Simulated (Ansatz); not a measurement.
A structure relaxed at PBE-D4/def2-SVP in Ansatz, charge 0, singlet:

Cartesian coordinates in Å:
```
In 4.4407 2.2470 -0.3339
P 5.0892 0.4080 1.4981
In 1.3093 3.2721 -2.3622
P 0.1675 1.8763 -4.2829
P 1.9442 1.5386 -0.6268
In 1.6926 -0.7933 -1.6943
In 3.3873 -1.3431 2.3983
P 2.4118 -2.3976 0.2532
In -1.7111 0.0732 -3.8817
P -0.7999 -1.3678 -2.0074
In -1.1625 -3.6870 -3.1518
In 0.7160 -4.1714 1.0552
P -0.1945 -5.1889 -1.1603
P -0.8812 4.3765 -1.4013
In 0.5345 1.9671 1.4874
P 1.3674 0.0923 3.1230
In -2.9449 3.0145 -0.4919
P -3.4487 1.6571 -2.6930
P -1.9209 1.3044 1.0722
In -2.3005 -1.0351 0.0608
In -0.3746 -1.5713 4.0521
P -1.1904 -2.6157 1.8365
In -3.4540 1.7665 3.1352
P -2.3532 -0.0415 4.7717
H 5.3346 1.7773 -1.7522
H 4.5055 3.7576 0.5292
H 6.2405 -0.3421 1.0947
H 5.6719 1.0137 2.6576
H 2.3780 4.4770 -3.0188
H 1.2392 1.1592 -4.9032
H -0.1610 2.7157 -5.3971
H 2.6642 -1.0307 -3.1256
H 4.0259 -2.4426 3.5851
H 3.4986 -3.1792 -0.2625
H -2.3394 -0.5186 -5.3917
H -0.0029 -3.8742 -4.4369
H -2.8653 -4.0486 -3.1762
H 1.2948 -5.3340 2.2122
H 0.8283 -6.0749 -1.6291
H -1.1329 -6.1967 -0.7673
H -1.3123 5.4616 -2.2324
H -0.4398 5.1615 -0.2892
H 0.7373 3.5621 2.1685
H 1.8405 0.7734 4.2936
H -4.2663 4.0746 -0.0978
H -4.1326 2.4744 -3.6513
H -4.5503 0.8078 -2.3570
H -3.9798 -1.4328 -0.2052
H 0.1798 -2.6764 5.2754
H -2.2191 -3.5254 2.2517
H -3.0212 3.3015 3.8335
H -5.0461 1.1411 2.8106
H -1.9499 0.5566 6.0089
H -3.3446 -0.9197 5.3164
```

(1) Give its formula and point group.

(2) Summarise the bond lengths by kind (pairs closer than 1.2 times the sum of covalent radii, bridged metal pairs left out).

Answers

(1) In12P12H30, a nanocrystal cut from wurtzite InP (hydrogen-capped). Point group C3v (tolerance 0.1 Å).

(2) 33 × In–P 2.53 to 2.68 Å; 15 × H–P 1.43 Å; 15 × H–In 1.74 to 1.75 Å.

In the def2 sets In takes a core potential; there is no spin–orbit coupling. Single mean-field runs in def2-SVP are fitted with def2-universal-jkfit.
